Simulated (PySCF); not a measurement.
Several orderings of computed values.

All species are isolated and taken at one optimised geometry, non-relativistic unless stated. Electronic properties by PySCF.

Dipoles, sizes and rotational constants follow the conformer. The torsions of the flexible species, by atom-mapped SMILES:
- `[CH3:1][SiH2:2][CH2:3][O:4]/[C:5]([SiH3:6])=[CH:7]\[SiH2:8][F:9]`: C1–Si2–C3–O4 -59°, Si2–C3–O4–C5 177°, C3–O4–C5–Si6 180°, C5–C7–Si8–F9 178°
- `[CH:1]#[C:2][P@@:3](=[O:4])([O-:5])[CH:6]([CH3:7])[CH3:8]`: C2–P3–C6–C7 -62°
- `[CH3:1][SiH2:2][O:3][Si@@H:4]([CH3:5])[O:6][CH:7]([CH3:8])[CH3:9]`: C1–Si2–O3–Si4 -28°, Si2–O3–Si4–C5 -63°, O3–Si4–O6–C7 44°, Si4–O6–C7–C8 88°
- `[CH3:1][C:2]([CH3:3])([CH3:4])[PH:5][c:6]1[cH:7][cH:8][o:9][cH:10]1`: C1–C2–P5–C6 -50°, C2–P5–C6–C7 -88°
- `[F:1][C:2]([F:3])([F:4])[O:5][C@H:6]1[O:7][CH2:8][C:9]12[CH2:10][O:11][CH2:12]2`: F1–C2–O5–C6 177°, C2–O5–C6–O7 78°
- `[CH3:1][O:2][C:3](=[C:4]=[S:5])[C:6]([F:7])([F:8])[F:9]`: C1–O2–C3–C4 125°, O2–C3–C6–F7 -37°
- `[CH3:1][CH2:2][P@@H:3](=[S:4])[CH2:5][CH2:6][O:7][CH3:8]`: C1–C2–P3–S4 52°, C2–P3–C5–C6 47°, P3–C5–C6–O7 40°, C5–C6–O7–C8 179°
- `[CH2:1]=[CH:2][CH2:3][P@:4](=[O:5])([CH:6]=[CH2:7])[CH:8]1[CH2:9][CH2:10]1`: C1–C2–C3–P4 117°, C2–C3–P4–O5 59°, C3–P4–C6–C7 123°, C3–P4–C8–C9 -91°
- `[CH2:1]=[CH:2][P:3]([CH2:4][C:5]([CH3:6])=[O:7])[CH:8]1[CH2:9][CH2:10]1`: C1–C2–P3–C4 -138°, C2–P3–C4–C5 -72°, P3–C4–C5–C6 -77°, C2–P3–C8–C9 104°
- `[CH2:1]=[CH:2][P:3](=[O:4])([C:5](=[CH2:6])[CH3:7])[C:8](=[CH2:9])[CH3:10]`: C1–C2–P3–O4 -1°, C2–P3–C5–C6 -9°, C2–P3–C8–C9 129°

Question: Rank by smallest rotational constant, lowest first (GFN2-xTB).
A. `CC(C)(C)Pc1ccoc1`
B. `C[SiH2]CO/C([SiH3])=C\[SiH2]F`
C. `C#C[P@@](=O)([O-])C(C)C`
D. `C[SiH2]O[Si@@H](C)OC(C)C`

Answer: B (0.367 GHz), D (0.613 GHz), A (0.676 GHz), C (1.218 GHz).

Question: Rank by dipole moment, lowest first (PBE0/pcSseg-1 at GFN2-xTB geometries).
A. `C=CP(CC(C)=O)C1CC1`
B. `C=CC[P@](=O)(C=C)C1CC1`
C. `C[C@@H]1[SiH2]C=C1C#CCF`
D. `CC(C)(C)Pc1cocc1`
E. `C=CP(=O)(C(=C)C)C(=C)C`
F. `CC[P@@H](=S)CCOC`
G. `COC(=C=S)C(F)(F)F`
H. `FC(F)(F)O[C@H]1OCC12COC2`

Answer: D (1.20 D), C (1.43 D), G (1.79 D), H (2.78 D), A (3.02 D), B (3.42 D), E (3.71 D), F (6.21 D).

Q: By how much do the two ends of that ranking differ?

A: By 5.01 D, between `CC[P@@H](=S)CCOC` and `CC(C)(C)Pc1ccoc1`.

Question: Rank by HOMO–LUMO gap, highest first (PBE0/pcSseg-1 at GFN2-xTB geometries).
A. `CC(O[Si@H](C)O[SiH2]C)C`
B. `FC(F)(F)O[C@H]1OCC12COC2`
C. `C1CC1P(CC(C)=O)C=C`
D. `[SiH2]1C=C([C@@H]1C)C#CCF`
E. `CC[P@@H](=S)CCOC`

Answer: A (8.80 eV), B (8.64 eV), E (6.95 eV), C (6.07 eV), D (5.88 eV).

Question: Rank by HOMO energy, lowest first (PBE0/pcSseg-1 at GFN2-xTB geometries).
A. `O(C)CC[P@H](=S)CC`
B. `C(=C=S)(C(F)(F)F)OC`
C. `C[SiH2]O[Si@@H](C)OC(C)C`
D. `C[C@@H]1[SiH2]C=C1C#CCF`
E. `C=CP(=O)(C(=C)C)C(=C)C`
F. `C[SiH2]CO/C([SiH3])=C\[SiH2]F`

Answer: C (-7.89 eV), E (-7.52 eV), F (-7.19 eV), D (-7.04 eV), B (-6.81 eV), A (-6.20 eV).
